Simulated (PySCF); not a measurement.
# Rh³⁺ (rhodium, charge +3) across methods

[Kr] 4d6, high-spin 5D determinant. Computed with PySCF 2.14 in aug-cc-pwCVDZ-PP with ECP28MDF (6s6p5d3f, 70 functions), with a scalar-relativistic core potential.

| method | E (hartree) | mean ε 4p β (eV) | mean ε 4d α (eV) | mean ε 4d β (eV) | Σ⟨r²⟩ (bohr²) | ⟨S²⟩ |
| --- | --- | --- | --- | --- | --- | --- |
| LDA | -107.7697 | -84.248 | -40.820 | -37.619 | 23.48 | 6.000 |
| PBE | -108.0328 | -84.188 | -40.727 | -37.681 | 23.33 | 6.001 |
| BLYP | -107.9935 | -84.123 | -40.518 | -37.664 | 23.37 | 6.001 |
| UHF | -107.48703 | -94.355 | -48.472 | -43.997 | 23.09 | 6.003 |
| B3LYP | -108.0669 | -86.636 | -42.413 | -39.312 | 23.29 | 6.001 |
| r2SCAN | -108.0817 | -85.155 | -41.231 | -37.613 | 23.17 | 6.001 |
| PBE0 | -108.0390 | -87.091 | -42.888 | -39.546 | 23.23 | 6.001 |
| PW91 | -108.0791 | -84.277 | -40.796 | -37.777 | 23.33 | 6.001 |

Problem. Estimate the same row for wB97M-V.

Solution. E (hartree) = -107.9781; mean ε 4p β (eV) = -89.947; mean ε 4d α (eV) = -45.227; mean ε 4d β (eV) = -42.128; Σ⟨r²⟩ (bohr²) = 23.23; ⟨S²⟩ = 6.001.

Energies and moments cover only the electrons outside the core potential.
